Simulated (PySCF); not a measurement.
Species: C₄H₁₁NOSi₂.
Numbering: `[CH3:1][C:2](=[O:3])[NH:4][SiH:5]1[CH2:6][SiH2:7][CH2:8]1` (hydrogens: H9, H10, H11 on C1; H12 on N4; H13 on Si5; H14, H15 on C6; H16, H17 on Si7; H18, H19 on C8)

Cartesian coordinates in Å at the PBE0-D3(BJ)/def2-SVP level; atoms count from 1:
```
atom  x, y, z in Å
C1     3.1287    0.3816    0.9200
C2     1.9717   -0.3336    0.2680
O3     1.9351   -1.5419    0.1190
N4     0.9308    0.4376   -0.1695
Si5   -0.4368   -0.3880   -0.9424
C6    -1.8165    0.9108   -1.0587
Si7   -2.4858    0.1875    0.5742
C8    -1.4428   -1.3796    0.3121
H9     2.7837    0.9934    1.7676
H10    3.6172    1.0547    0.1982
H11    3.8550   -0.3594    1.2727
H12    0.9740    1.4417   -0.0413
H13    0.0033   -1.0556   -2.2003
H14   -1.5636    1.9790   -1.1229
H15   -2.5077    0.6747   -1.8861
H16   -2.0460    0.9837    1.7620
H17   -3.9683   -0.0019    0.6499
H18   -0.8977   -1.8375    1.1483
H19   -2.0348   -2.1649   -0.1887
```

Linear response at B3LYP/def2-SVPD (PySCF, frozen core in the response, non-relativistic).

Static isotropic polarisability: 109.83 au (16.27 Å³), principal values 98.3, 102.0, 129.1 au.

What is the polarisability at 1064 nm and at the sodium D line?

110.89 au at 1064 nm (+1.0 %), 113.40 au at 589.3 nm (+3.3 %). The rise at 589.3 nm is 3.37 times that at 1064 nm; a pure ω² law gives 3.26. The lowest singlet lies at 225 nm, shorter than both wavelengths.

What is the isotropic C6 coefficient between two such molecules, C6 = (3/π)∫α(iω)² dω?

4570 au (Eh·bohr⁶) by a ten-point quadrature over imaginary frequencies, which is 2730 eV·Å⁶ or 263 J·nm⁶/mol.

Which effective excitation energy ω̄ makes London's formula C6 = (3/4)α²ω̄ exact here?

ω̄ = 4·C6/(3α²) = 0.505 Eh = 13.7 eV. A one-pole form α(ω) = α/(1 − ω²/ω̄²) fitted to the 1064 nm value gives 11.9 eV. London's choice of the ionisation energy (9.16 eV, ΔSCF at the same level) gives C6 = 3040 au, 33 % too low.

The lowest 10 singlets have (eV, f): 5.50, 0.001; 6.34, 0.029; 6.46, 0.022; 6.52, 0.004; 6.64, 0.006; 6.79, 0.023; 6.91, 0.110; 6.94, 0.002; 7.00, 0.019; 7.17, 0.009. What share of the static polarisability do they carry in the sum over states α = Σ f/ω²?

3.65 au, 3.3 % of α; the largest term, 1.71 au, is that of the state at 6.91 eV. Their oscillator strengths add up to 0.23. Higher states carry the rest.

What n − 1 at the D line would an ideal gas of it have at 273.15 K and 1 atm (2.6868 × 10¹⁹ cm⁻³), by n − 1 = 2π·N·α′?

28.37 × 10⁻⁴, a formal value whether or not that pressure can be reached.

What molar refraction at the D line follows from R = (4π/3)·N_A·α′, with α′ the polarisability volume?

α′ = 16.80 Å³ gives R = 42.39 cm³/mol, for isolated, non-vibrating species.

What three-body coefficient follows from the one-pole estimate C9 = (3/4)·α·C6?

376000 au. This is an estimate from the two numbers above, not a computed integral.

How many electrons N does the Slater–Kirkwood formula C6 = (3/4)·√N·α^(3/2) need to give this C6?

N = (4·C6/3)²/α³ = 28.0; the species has 78 electrons in all.

One conformer stands for the species.
